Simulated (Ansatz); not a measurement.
Program: Ansatz. Geometries: PBE0-D4/def2-TZVP. ΔE: electronic, gas phase. CCSD(T)/CBS is the MP2 limit (def2-TZVPP, def2-QZVPP) plus CCSD(T) − MP2 in def2-TZVPP, frozen cores. This one scheme is used for every species. Functionals use def2-TZVPP. B3LYP here is the variant with VWN-RPA as its local correlation; programs differ in this. For Br, Ge outer-core shells are correlated without core-valence functions, which leaves a few kJ/mol of doubt a bond. Scalar relativity is left out up to krypton.

Consider the ligand exchange at a Ge–C bond: `[CH3][Ge]([CH3])([F])[F]` + HBr → `[CH3][Ge]([F])([F])[Br]` + CH₄.

`[CH3][Ge]([CH3])([F])[F]`:

Cartesian coordinates in Å:
```
C 1.430 0.685 0.656
Ge 0.211 -0.321 -0.445
C -1.686 -0.296 -0.116
F 0.466 0.167 -2.093
F 0.728 -1.978 -0.424
H 2.446 0.527 0.295
H 1.363 0.352 1.693
H 1.194 1.748 0.606
H -1.900 -0.677 0.883
H -2.182 -0.928 -0.853
H -2.071 0.721 -0.202
```

HBr:

Z-matrix (Å, degrees):
```
Br
H 1 1.420
```

`[CH3][Ge]([F])([F])[Br]`:

Cartesian coordinates in Å:
```
C -1.054 0.189 -0.265
Ge 0.758 -0.156 0.261
F 1.215 0.843 1.586
F 0.931 -1.759 0.862
Br 2.323 0.126 -1.364
H -1.326 -0.481 -1.080
H -1.143 1.224 -0.594
H -1.705 0.014 0.592
```

CH₄:

Cartesian coordinates in Å:
```
C 0.000 0.000 0.000
H 0.445 0.264 0.959
H 0.674 0.290 -0.806
H -0.950 0.522 -0.116
H -0.170 -1.076 -0.037
```

**Question.** Is it downhill or uphill in electronic energy at CCSD(T)/CBS, and by how much? (An estimate is asked.)

**Answer.** Ansatz gave: Downhill: ΔE = -0.86 eV.

**Question.** What do these levels give: BLYP-D4, B3LYP-D4, B3LYP, SCS-MP2/def2-TZVPP, CCSD(T)/def2-TZVPP, MP2/def2-QZVPP? (Best estimate.)

**Answer.** Computed: BLYP-D4 -0.94, B3LYP-D4 -0.94, B3LYP -0.92, SCS-MP2/def2-TZVPP -0.89, CCSD(T)/def2-TZVPP -0.85, MP2/def2-QZVPP -0.90 eV.

Largest T1 diagnostic among the species: 0.011.

In def2-TZVPP, CCSD(T) changes the Hartree–Fock value by +0.14 eV (the triples alone add −0.00 eV) and MP2 by +0.10 eV. Leaving LDA and LC-ωPBE aside and taking each functional with its dispersion term where it has one, the values, not all of them listed here, spread over 0.08 eV, from BHLYP-D4 to CAM-B3LYP-D4. LDA lies +0.08 eV from PBE without D4.
